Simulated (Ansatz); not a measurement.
Geometry optimisation, RKS PBE/def2-SVP in Ansatz 0.2.0.

Input file:

```yaml
crystal:
  periodic: [false, false, false]
  atoms:
    - { symbol: B, position_ang: [-0.077283, -0.205513, 0.093973] }
    - { symbol: O, position_ang: [-0.06734, -0.404683, 1.475964] }
    - { symbol: H, position_ang: [-0.974549, -0.483991, 1.827117] }
    - { symbol: F, position_ang: [1.131159, -0.2188, -0.48673] }
    - { symbol: C, position_ang: [-1.398937, -0.107693, -0.758192] }
    - { symbol: H, position_ang: [-2.019977, -1.025438, -0.649899] }
    - { symbol: H, position_ang: [-2.021192, 0.751762, -0.431332] }
    - { symbol: H, position_ang: [-1.185064, 0.027946, -1.836758] }
    - { symbol: F, position_ang: [0.08163, 2.234811, 0.72377] }
    - { symbol: H, position_ang: [0.383153, 1.753798, 1.464486] }
basis:
  gaussian: { orbitals: def2-SVP }
hamiltonian:
  xc: pbe
relax:
  f_tol: 0.03
  max_steps: 50
```

Launched with:

```bash
$ ansatz run input.yaml --threads 2 --pin off --max-ram 3072MiB --backend cpu --events-out ev --progress --plain --runs-dir out
```

Q: Where does it end, and by what steps?

A: The run converged. The force dipped under the threshold on the way, but the program's further checks kept it going. After 26 steps the energy has fallen by 0.105 eV; H8 moved furthest, 0.76 Å.

| step | energy less start (eV) | largest force component (eV/Å) | accepted |
| --- | --- | --- | --- |
| 0 | 0.0000 | 0.462 | yes |
| 1 | -0.0112 | 1.474 | yes |
| 2 | -0.0632 | 0.927 | yes |
| 3 | -0.0814 | 0.547 | yes |
| 4 | -0.0918 | 0.117 | yes |
| 5 | -0.0932 | 0.107 | yes |
| 6 | -0.0937 | 0.061 | yes |
| 7 | -0.0943 | 0.054 | yes |
| 8 | -0.0959 | 0.045 | yes |
| 9 | -0.0785 | 0.575 | no |
| 10 | -0.0966 | 0.171 | yes |
| 11 | -0.0980 | 0.096 | yes |
| 12 | -0.0968 | 0.215 | no |
| 13 | -0.0998 | 0.035 | yes |
| 14 | -0.1011 | 0.090 | yes |
| 15 | -0.1018 | 0.079 | yes |
| 16 | -0.1025 | 0.118 | yes |
| 17 | -0.1031 | 0.094 | yes |
| 18 | -0.1039 | 0.033 | yes |
| 19 | -0.1044 | 0.029 | yes |
| 20 | -0.1044 | 0.123 | yes |
| 21 | -0.1049 | 0.039 | yes |
| 22 | -0.1051 | 0.022 | yes |
| 23 | -0.1053 | 0.031 | yes |
| 24 | -0.1037 | 0.174 | no |
| 25 | -0.1049 | 0.095 | no |
| 26 | -0.1054 | 0.006 | yes |

```xyz
10
Properties=species:S:1:pos:R:3
B -0.080 -0.121 -0.031
O 0.042 -0.285 1.339
H -0.817 -0.494 1.748
F 1.076 0.109 -0.662
C -1.434 -0.186 -0.821
H -2.272 -0.649 -0.265
H -1.735 0.855 -1.071
H -1.312 -0.715 -1.787
F 0.102 2.351 1.358
H 0.282 1.457 1.615
```

The run took 37 s on 2 threads of Intel(R) Xeon(R) Platinum 8488C (Sapphire Rapids) (shared host), peak memory 0.17 GiB.
